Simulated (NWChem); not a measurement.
System: C3H2O3; SMILES C=C1OC(=O)O1

NWChem input:

```
start job
memory heap 200 mb stack 900 mb global 1100 mb
geometry units angstroms noautosym nocenter noautoz
  C      0.000000     0.000000    -2.206076
  C      0.000000     0.000000    -0.888659
  O      0.000000     1.003643     0.052527
  C      0.000000     0.000000     0.990852
  O      0.000000     0.000000     2.161709
  O      0.000000    -1.003643     0.052527
  H      0.000000    -0.945987    -2.745189
  H      0.000000     0.945987    -2.745189
end
basis spherical
  * library pcsseg-1
end
dft
  xc pbe0
  iterations 150
end
property
  shielding 6 1 2 3 4 5 7
  efieldgrad
end
task dft property
```

Parts of the log:

```
             Northwest Computational Chemistry Package (NWChem) 7.3.0
             --------------------------------------------------------

                             Geometry "geometry" -> ""
                             -------------------------

 Output coordinates in angstroms (scale by  1.889725989 to convert to a.u.)

  No.       Tag          Charge          X              Y              Z
 ---- ---------------- ---------- -------------- -------------- --------------
    1 C                    6.0000     0.00000000     0.00000000    -2.20607600
    2 C                    6.0000     0.00000000     0.00000000    -0.88865900
    3 O                    8.0000     0.00000000     1.00364300     0.05252700
    4 C                    6.0000     0.00000000     0.00000000     0.99085200
    5 O                    8.0000     0.00000000     0.00000000     2.16170900
    6 O                    8.0000     0.00000000    -1.00364300     0.05252700
    7 H                    1.0000     0.00000000    -0.94598700    -2.74518900
    8 H                    1.0000     0.00000000     0.94598700    -2.74518900

 Effective nuclear repulsion energy (a.u.)     224.7226287938

                              NWChem Property Module
                              ----------------------

  itol2e modified to match energy
  convergence criterion.

                                 NWChem DFT Module
                                 -----------------

 Summary of "ao basis" -> "ao basis" (spherical)
 ------------------------------------------------------------------------------
       Tag                 Description            Shells   Functions and Types
 ---------------- ------------------------------  ------  ---------------------
 C                          pcsseg-1                 7       17   3s3p1d
 O                          pcsseg-1                 7       17   3s3p1d
 H                          pcsseg-1                 3        5   2s1p

  itol2e modified to match energy
  convergence criterion.

            General Information
            -------------------
          SCF calculation type: DFT
          Wavefunction type:  closed shell.
          No. of atoms     :     8
          No. of electrons :    44
           Alpha electrons :    22
            Beta electrons :    22
          Charge           :     0
          Spin multiplicity:     1
          Use of symmetry is: off; symmetry adaption is: off
          Maximum number of iterations: 150
          AO basis - number of functions:   112
                     number of shells:    48
          Convergence on energy requested:  1.00D-07
          Convergence on density requested:  1.00D-05
          Convergence on gradient requested:  5.00D-04

              XC Information
              --------------
                         PBE0 Method XC Functional
                     Hartree-Fock (Exact) Exchange  0.250
          PerdewBurkeErnzerhof Exchange Functional  0.750
            Perdew 1991 LDA Correlation Functional  1.000 local
           PerdewBurkeErnz. Correlation Functional  1.000 non-local

             Grid Information
             ----------------
          Grid used for XC integration:  fine
          Radial quadrature: Mura-Knowles
          Angular quadrature: Lebedev.
          Tag              B.-S. Rad. Rad. Pts. Rad. Cut. Ang. Pts.
          ---              ---------- --------- --------- ---------
          C                   0.70       70          11.0       590
          O                   0.60       70          13.0       590
          H                   0.35       60          11.0       590
          Grid pruning is: on
          Number of quadrature shells:   540
          Spatial weights used:  Erf1

      Superposition of Atomic Density Guess
      -------------------------------------

 Sum of atomic energies:        -338.19824751

      Non-variational initial energy
      ------------------------------

 Total energy =    -341.390699
 1-e energy   =    -907.689413
 2-e energy   =     341.576085
 HOMO         =      -0.283501
 LUMO         =       0.059837

   convergence    iter        energy       DeltaE   RMS-Dens  Diis-err
 ---------------- ----- ----------------- --------- --------- ---------
 d= 0,ls=0.0,diis     1   -340.5381319739 -5.65D+02  1.43D-02  2.03D+00
 d= 0,ls=0.0,diis     2   -340.1326860016  4.05D-01  1.01D-02  6.75D+00
 d= 0,ls=0.0,diis     3   -340.7402710704 -6.08D-01  2.41D-03  1.67D-01
 d= 0,ls=0.0,diis     4   -340.7504171166 -1.01D-02  9.17D-04  5.86D-02
 d= 0,ls=0.0,diis     5   -340.7554148494 -5.00D-03  1.57D-04  1.42D-03
  Resetting Diis
 d= 0,ls=0.0,diis     6   -340.7555433553 -1.29D-04  4.19D-05  7.69D-05
 d= 0,ls=0.0,diis     7   -340.7555498988 -6.54D-06  4.29D-05  1.39D-05
 d= 0,ls=0.0,diis     8   -340.7555473027  2.60D-06  2.64D-05  3.64D-05
 d= 0,ls=0.0,diis     9   -340.7555514520 -4.15D-06  2.68D-06  3.68D-07
 d= 0,ls=0.0,diis    10   -340.7555514821 -3.00D-08  8.55D-07  2.40D-08

         Total DFT energy =     -340.755551482083
      One electron energy =     -909.529208844601
           Coulomb energy =      386.447285929056
    Exchange-Corr. energy =      -42.396257360327
 Nuclear repulsion energy =      224.722628793789

 Numeric. integr. density =       43.999999903817

                       DFT Final Molecular Orbital Analysis
                       ------------------------------------

 Vector   20  Occ=2.000000D+00  E=-4.046435D-01
              MO Center= -5.7D-10,  7.2D-10,  5.3D-02, r^2= 1.6D+00
   Bfn.  Coefficient  Atom+Function         Bfn.  Coefficient  Atom+Function
  ----- ------------  ---------------      ----- ------------  ---------------
    41      0.360407  3 O  px                92     -0.360407  6 O  px
    44      0.343013  3 O  px                95     -0.343013  6 O  px
    38      0.185001  3 O  px                89     -0.185001  6 O  px
    64      0.033647  4 C  d -2              30      0.031682  2 C  d -2

 Vector   21  Occ=2.000000D+00  E=-3.657885D-01
              MO Center=  5.5D-11,  8.1D-10,  1.5D+00, r^2= 2.0D+00
   Bfn.  Coefficient  Atom+Function         Bfn.  Coefficient  Atom+Function
  ----- ------------  ---------------      ----- ------------  ---------------
    76      0.424085  5 O  py                79      0.366945  5 O  py
    73      0.219387  5 O  py                42      0.149198  3 O  py
    93      0.149198  6 O  py                45      0.135952  3 O  py
    96      0.135952  6 O  py                46     -0.123483  3 O  pz
    97      0.123483  6 O  pz                43     -0.119521  3 O  pz

 Vector   22  Occ=2.000000D+00  E=-2.953825D-01
              MO Center= -1.1D-10, -1.6D-10, -1.1D+00, r^2= 3.0D+00
   Bfn.  Coefficient  Atom+Function         Bfn.  Coefficient  Atom+Function
  ----- ------------  ---------------      ----- ------------  ---------------
     7      0.331235  1 C  px                10      0.299166  1 C  px
    24      0.255972  2 C  px                27      0.173714  2 C  px
    44     -0.168476  3 O  px                78      0.168924  5 O  px
    95     -0.168476  6 O  px                75      0.158277  5 O  px
    41     -0.156784  3 O  px                92     -0.156784  6 O  px

 Vector   23  Occ=0.000000D+00  E=-2.227501D-02
              MO Center= -1.2D-10,  4.8D-11, -1.7D-01, r^2= 4.0D+00
   Bfn.  Coefficient  Atom+Function         Bfn.  Coefficient  Atom+Function
  ----- ------------  ---------------      ----- ------------  ---------------
    10      0.507909  1 C  px                27     -0.468307  2 C  px
    61      0.439530  4 C  px                58      0.381069  4 C  px
    78     -0.354464  5 O  px                24     -0.301480  2 C  px
     7      0.241927  1 C  px                75     -0.237856  5 O  px
    55      0.161206  4 C  px                21     -0.133418  2 C  px

 Vector   24  Occ=0.000000D+00  E= 3.867826D-02
              MO Center= -5.7D-10,  6.0D-11, -1.8D-01, r^2= 3.2D+00
   Bfn.  Coefficient  Atom+Function         Bfn.  Coefficient  Atom+Function
  ----- ------------  ---------------      ----- ------------  ---------------
    27      0.533862  2 C  px                10     -0.482581  1 C  px
    61      0.386269  4 C  px                58      0.345684  4 C  px
    44     -0.334165  3 O  px                95     -0.334165  6 O  px
    24      0.325012  2 C  px                78     -0.281040  5 O  px
    41     -0.226383  3 O  px                92     -0.226383  6 O  px

 Vector   25  Occ=0.000000D+00  E= 6.090774D-02
              MO Center=  2.2D-10,  1.2D-08, -2.3D+00, r^2= 5.4D+00
   Bfn.  Coefficient  Atom+Function         Bfn.  Coefficient  Atom+Function
  ----- ------------  ---------------      ----- ------------  ---------------
   104      1.233402  7 H  s                109      1.233402  8 H  s
    12      0.944849  1 C  pz                 3     -0.781609  1 C  s
    29      0.781928  2 C  pz                20     -0.434359  2 C  s
    37     -0.374741  3 O  s                 88     -0.374741  6 O  s
    54      0.365007  4 C  s                  2     -0.230753  1 C  s

     Multipole analysis of the density
     ---------------------------------

     L   x y z        total         alpha         beta         nuclear
     -   - - -        -----         -----         ----         -------
     0   0 0 0     -0.000000    -22.000000    -22.000000     44.000000

     1   1 0 0     -0.000000     -0.000000     -0.000000      0.000000
     1   0 1 0     -0.000000     -0.000000     -0.000000      0.000000
     1   0 0 1     -1.165006     -0.601805     -0.601805      0.038603

     2   2 0 0    -24.767455    -12.383728    -12.383728      0.000000
     2   1 1 0     -0.000000     -0.000000     -0.000000      0.000000
     2   1 0 1     -0.000000     -0.000000     -0.000000      0.000000
     2   0 2 0    -25.722663    -44.834090    -44.834090     63.945517
     2   0 1 1      0.000000      0.000000      0.000000      0.000000
     2   0 0 2    -25.145440   -177.430547   -177.430547    329.715654

          -----------------------
          Electric field gradient
          -----------------------

 1 a.u. = 0.324123 10**(16) esu/cm**3  ( or statvolts/cm**2 ) = 0.97174 10**(22) v/m**2

[...]

          -----------------------------------------
          Chemical Shielding Tensors (GIAO, in ppm)
          -----------------------------------------

                                NWChem CPHF Module
                                ------------------

  scftype          =     RHF
  nclosed          =       22
  nopen            =        0
  variables        =     1980
  # of vectors     =        3
  tolerance        = 0.10D-03
  level shift      = 0.00D+00
  max iterations   =       50
  max subspace     =       30

 SCF residual:    1.0494647532125780E-004

Iterative solution of linear equations
  No. of variables     1980
  No. of equations        3
  Maximum subspace       30
        Iterations       50
       Convergence  1.0D-04

   iter   nsub   residual    time
   ----  ------  --------  ---------
     1      3    7.16D-01      30.6
     2      6    4.18D-02      32.7
     3      9    3.26D-03      34.8
     4     12    1.66D-04      36.8
     5     15    1.07D-05      38.9

      Atom:    1  C
        Diamagnetic
    240.2509      0.0000     -0.0000
      0.0000    254.1755      0.0000
     -0.0000      0.0000    271.9794

        Paramagnetic
    -66.5864     -0.0000      0.0000
     -0.0000   -209.4886     -0.0000
      0.0000     -0.0000   -147.4486

        Total Shielding Tensor
    173.6645     -0.0000     -0.0000
     -0.0000     44.6868      0.0000
     -0.0000      0.0000    124.5308

           isotropic =     114.2941
          anisotropy =      89.0557

          Principal Components and Axis System
                 1           2           3
              173.6645    124.5308     44.6868

      1         1.0000      0.0000      0.0000
      2        -0.0000      0.0000      1.0000
      3        -0.0000      1.0000     -0.0000

      Atom:    2  C
        Diamagnetic
    232.2590      0.0000     -0.0000
      0.0000    260.9135     -0.0000
     -0.0000     -0.0000    267.0024

        Paramagnetic
   -141.4762     -0.0000      0.0000
     -0.0000   -339.3792     -0.0000
      0.0000     -0.0000   -204.4836

        Total Shielding Tensor
     90.7828     -0.0000      0.0000
     -0.0000    -78.4657     -0.0000
      0.0000     -0.0000     62.5188

           isotropic =      24.9453
          anisotropy =      98.7563

          Principal Components and Axis System
                 1           2           3
               90.7828    -78.4657     62.5188

      1         1.0000      0.0000     -0.0000
      2        -0.0000      1.0000     -0.0000
      3         0.0000      0.0000      1.0000

      Atom:    3  O
        Diamagnetic
    375.4566      0.0000     -0.0000
      0.0000    395.1087     -0.0876
     -0.0000     -0.0876    409.0056

        Paramagnetic
   -314.8731      0.0000     -0.0000
      0.0000   -281.5444    -41.3178
     -0.0000    -41.3178   -398.7208

        Total Shielding Tensor
     60.5835      0.0000     -0.0000
      0.0000    113.5644    -41.4054
     -0.0000    -41.4054     10.2847

           isotropic =      61.4775
          anisotropy =      99.9551

          Principal Components and Axis System
                 1           2           3
              128.1143     60.5835     -4.2652

      1         0.0000      1.0000      0.0000
      2         0.9434     -0.0000      0.3315
      3        -0.3315     -0.0000      0.9434

      Atom:    4  C
        Diamagnetic
    231.3670     -0.0000     -0.0000
     -0.0000    252.8716     -0.0000
     -0.0000     -0.0000    269.6471

        Paramagnetic
   -173.8827      0.0000      0.0000
      0.0000   -330.1351      0.0000
      0.0000      0.0000   -140.1535

        Total Shielding Tensor
     57.4843      0.0000      0.0000
      0.0000    -77.2635      0.0000
      0.0000      0.0000    129.4936

           isotropic =      36.5715
          anisotropy =     139.3832

          Principal Components and Axis System
                 1           2           3
              129.4936    -77.2635     57.4843

      1         0.0000     -0.0000      1.0000
      2         0.0000      1.0000      0.0000
      3         1.0000     -0.0000     -0.0000

      Atom:    5  O
        Diamagnetic
    395.3323     -0.0000     -0.0000
     -0.0000    391.8970      0.0000
     -0.0000      0.0000    418.0997

        Paramagnetic
   -174.0204      0.0000     -0.0000
      0.0000   -529.1754      0.0000
     -0.0000      0.0000   -492.3676

        Total Shielding Tensor
    221.3119      0.0000     -0.0000
      0.0000   -137.2783      0.0000
     -0.0000      0.0000    -74.2679

           isotropic =       3.2552
          anisotropy =     327.0850

          Principal Components and Axis System
                 1           2           3
              221.3119   -137.2783    -74.2679

      1         1.0000     -0.0000      0.0000
      2         0.0000      1.0000      0.0000
      3        -0.0000     -0.0000      1.0000

      Atom:    6  H
        Diamagnetic
     20.3324     -0.0000     -0.0000
     -0.0000     33.2721      8.4149
     -0.0000      8.4149     32.6975

        Paramagnetic
      4.3942     -0.0000      0.0000
     -0.0000     -6.9507     -6.6141
      0.0000     -6.6141     -3.1012

        Total Shielding Tensor
     24.7266     -0.0000     -0.0000
     -0.0000     26.3214      1.8008
     -0.0000      1.8008     29.5963

           isotropic =      26.8814
          anisotropy =       5.2670

          Principal Components and Axis System
                 1           2           3
               30.3928     25.5249     24.7266

      1        -0.0000      0.0000      1.0000
      2         0.4045      0.9145     -0.0000
      3         0.9145     -0.4045      0.0000
```

Level: PBE0/pcSseg-1, GIAO. Geometry: optimised at PBE0/def2-SVP. NWChem prints the field gradient with the sign opposite to the second derivative of the potential. The output numbers the shielded atoms by their place in the input's list. The printed shielding anisotropy is the first printed principal value minus the mean of the other two.
